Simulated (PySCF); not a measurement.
**Spinor energies of Ag³⁺ (silver, charge +3)**

Start: [Kr] 4d8; 4d3/2 filled at m_j = -1/2, +1/2, +3/2; 4d5/2 filled at m_j = -3/2, -1/2, +1/2, +3/2, +5/2. Calculated with PySCF 2.14 in x2c-SVPall-2c with one added diffuse shell each of s, p, d type (7s9p7d1f, 76 functions): generalised Hartree-Fock with the X2C-1e Hamiltonian and a Gaussian nucleus; one run each with spin-orbit coupling (SO) switched off, then screened by Boettger's factors. This is a chosen level, not necessarily the ground level.

```tsv
spinor shell	electrons	ε, spin-free (eV)	ε, screened SO (eV)	weight of nominal j (screened SO)	rms radius, screened SO (bohr)
1s1/2	2	-25681.7	-25679.8	1.000	0.0357
2s1/2	2	-3900.7	-3900.1	1.000	0.146
2p1/2	2	-3497.0	-3618.7	1.000	0.127
2p3/2	4	-3497.0	-3440.7	1.000	0.131
3s1/2	2	-784.57	-784.37	1.000	0.392
3p1/2	2	-648.47	-670.67	1.000	0.387
3p3/2	4	-648.47	-638.06	1.000	0.398
3d3/2	4	-434.06	-438.03	0.997	0.374
3d5/2	6	-434.06	-431.18	0.998	0.377
4s1/2	2	-154.94	-154.87	1.000	0.976
4p1/2	2	-112.68	-117.90	0.953	1.04
4p3/2	4	-112.68	-110.14	0.977	1.07
4d5/2	5	-51.939	-51.824	0.615	1.35
4d3/2	3	-51.939	-52.166	0.646	1.34
```

```
   quantity    spin-free  screened SO
E (hartree)  -5309.67510  -5310.64554
        M_J            4            4
       ⟨J²⟩       20.006       20.006
       ⟨L²⟩       12.005       12.077
       ⟨S²⟩        2.001        1.999
```

Each row is a mean over spinors that exchange with the open shell spreads, by up to 8.721 eV (4p3/2).

Rows whose weight is well below 1 are mixtures of j = l ± 1/2: exchange outweighs spin-orbit coupling there, and the label is only the starting occupation.

Breit and QED terms are absent; they matter most for the inner s and p1/2 levels.

Densities and radii are taken from the X2C orbitals without a picture-change correction, which distorts them close to the nucleus.

Without spin-orbit coupling the j labels of p, d and f shells carry no meaning; the spin-free column gives the mean over the occupied spinors of each nl shell.
